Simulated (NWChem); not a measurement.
Molecule: CH$_{2}$ClF$_{3}$Si; SMILES [Si@@H](F)(Cl)C(F)F

```xyz
8

F     -0.0759     2.2943    -0.6090
C      0.5911     1.2250    -0.1000
F      0.7531     1.4109     1.2298
Si    -0.4491    -0.3444    -0.4315
F     -1.7994    -0.2563     0.4456
Cl     0.6386    -1.9668     0.1759
H      1.5938     1.1938    -0.5684
H     -0.8102    -0.4672    -1.8611
```
Atoms are numbered in this order, from 1.

The geometry was optimised at PBE0/def2-SVP.

Task: Give the principal values of the shielding tensors (ppm) of F1, C2, F3, Si4, F5 from PBE0/pcSseg-1, GIAO (NWChem), with their diamagnetic and paramagnetic parts as GIAO splits them.

Result: 
```tsv
atom	σ11	σ22	σ33	isotropic	diamagnetic	paramagnetic
F1	204.0	332.5	459.3	331.9	473.0	-141.1
C2	48.8	67.6	76.5	64.3	246.1	-181.8
F3	207.0	330.0	468.0	335.0	473.1	-138.0
Si4	334.8	354.0	380.6	356.5	878.4	-521.9
F5	290.3	349.4	402.0	347.3	471.3	-124.0
```
